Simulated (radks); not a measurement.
Question: The ruthenium ion Ru16+, [Ar] 3d10. Calculated with a radial shooting solver on a logarithmic mesh with Libxc functionals: non-relativistic Kohn-Sham, PBE, spin-polarised, spherical densities, point nucleus. Every spin shell is full or empty, so the densities are truly spherical. Functionals are evaluated on that one density, not self-consistently. Rank these exchange functionals by their error against the exact value of the orbitals, and give that value: LDA, PW91, PW86, OPTX, WC, B86b, G96, APBE, SCAN, TASK.

Answer: Exact: -117.887 hartree. From best to worst, with 100 (|E| - |E exact|)/|E exact| (equal figures are ties): SCAN +0.11, APBE +0.15, G96 +0.18, B86b -0.19, PW91 -0.23, PW86 -0.31, OPTX +0.94, WC -1.19, TASK -2.15, LDA -5.64.
